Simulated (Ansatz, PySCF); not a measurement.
Bond stretch in ClMg (cation, charge +1), lowest singlet found (which spin is the ground state isn't settled by this scan).

Computed with: RKS-BP86/6-31G* = restricted BP86/6-31G*, spherical d (PySCF); UCCSDT = CCSDT on UHF/cc-pVDZ, frozen core (Ansatz, a program for electronic structure); RMP2 = MP2 on RHF/cc-pVDZ, frozen core (Ansatz); RKS-LDA (SVWN5)/6-31G* = restricted LDA (SVWN5)/6-31G*, spherical d in PySCF 2.14.0; RHF/cc-pVDZ (Ansatz).

Energies are in kcal/mol, each relative to the lowest point of its own curve between 1.76 and 2.60 Å, where full CI is lowest.

```json
[
 {"R / Å": "1.76", "RKS-BP86/6-31G*": "44.5", "UCCSDT": "46.1", "RMP2": "45.9", "RKS-LDA (SVWN5)/6-31G*": "40.9", "RHF": "44.3"},
 {"R / Å": "1.91", "RKS-BP86/6-31G*": "12.9", "UCCSDT": "13.3", "RMP2": "13.1", "RKS-LDA (SVWN5)/6-31G*": "11.2", "RHF": "12.4"},
 {"R / Å": "2.01", "RKS-BP86/6-31G*": "3.3", "UCCSDT": "3.4", "RMP2": "3.3", "RKS-LDA (SVWN5)/6-31G*": "2.6", "RHF": "3.0"},
 {"R / Å": "2.09", "RKS-BP86/6-31G*": "0.0", "UCCSDT": "0.0", "RMP2": "0.0", "RKS-LDA (SVWN5)/6-31G*": "0.0", "RHF": "0.0"},
 {"R / Å": "2.22", "RKS-BP86/6-31G*": "…", "UCCSDT": "…", "RMP2": "…", "RKS-LDA (SVWN5)/6-31G*": "1.1", "RHF": "1.0"},
 {"R / Å": "2.32", "RKS-BP86/6-31G*": "3.3", "UCCSDT": "3.8", "RMP2": "4.2", "RKS-LDA (SVWN5)/6-31G*": "4.8", "RHF": "5.1"},
 {"R / Å": "2.39", "RKS-BP86/6-31G*": "6.4", "UCCSDT": "7.3", "RMP2": "7.9", "RKS-LDA (SVWN5)/6-31G*": "8.4", "RHF": "9.0"},
 {"R / Å": "2.47", "RKS-BP86/6-31G*": "10.7", "UCCSDT": "11.9", "RMP2": "12.9", "RKS-LDA (SVWN5)/6-31G*": "13.0", "RHF": "14.2"},
 {"R / Å": "2.55", "RKS-BP86/6-31G*": "15.3", "UCCSDT": "17.0", "RMP2": "18.3", "RKS-LDA (SVWN5)/6-31G*": "18.0", "RHF": "20.0"},
 {"R / Å": "2.60", "RKS-BP86/6-31G*": "18.4", "UCCSDT": "20.3", "RMP2": "21.9", "RKS-LDA (SVWN5)/6-31G*": "21.3", "RHF": "23.8"},
 {"R / Å": "2.73", "RKS-BP86/6-31G*": "26.4", "UCCSDT": "28.9", "RMP2": "31.3", "RKS-LDA (SVWN5)/6-31G*": "29.8", "RHF": "33.9"},
 {"R / Å": "2.91", "RKS-BP86/6-31G*": "37.2", "UCCSDT": "—", "RMP2": "43.9", "RKS-LDA (SVWN5)/6-31G*": "41.2", "RHF": "47.9"},
 {"R / Å": "3.08", "RKS-BP86/6-31G*": "…", "UCCSDT": "—", "RMP2": "54.7", "RKS-LDA (SVWN5)/6-31G*": "—", "RHF": "60.4"},
 {"R / Å": "3.29", "RKS-BP86/6-31G*": "—", "UCCSDT": "—", "RMP2": "…", "RKS-LDA (SVWN5)/6-31G*": "—", "RHF": "74.4"}
]
```

Problem. Fill in the missing entries.

Solution. 
- 2.22, RKS-BP86/6-31G*: 0.1
- 2.22, UCCSDT: 0.3
- 2.22, RMP2: 0.5
- 3.08, RKS-BP86/6-31G*: 46.5
- 3.29, RMP2: 65.9

Dashes: no converged value, or the column stops at the first point that the program doubted or that broke a chosen test of continuity, which isn't proof of a fault.

The scan ran from 1.76 to 8.28 Å; beyond the distances shown full CI changes its symmetry label. The restricted form behind RKS-BP86/6-31G*, RMP2, RKS-LDA (SVWN5)/6-31G*, RHF keeps the bonding electrons paired and can't separate into open-shell fragments. The unrestricted solution behind UCCSDT changes between 2.73 and 2.91 Å, which can leave a kink. The unrestricted determinant behind UCCSDT is spin-contaminated at 2.73 to 3.29 Å (<S²> up to 1.0, against 0.00 for a pure singlet). The T1 diagnostic of CCSD on the restricted reference of RMP2 exceeds 0.045 at 3.29 Å.
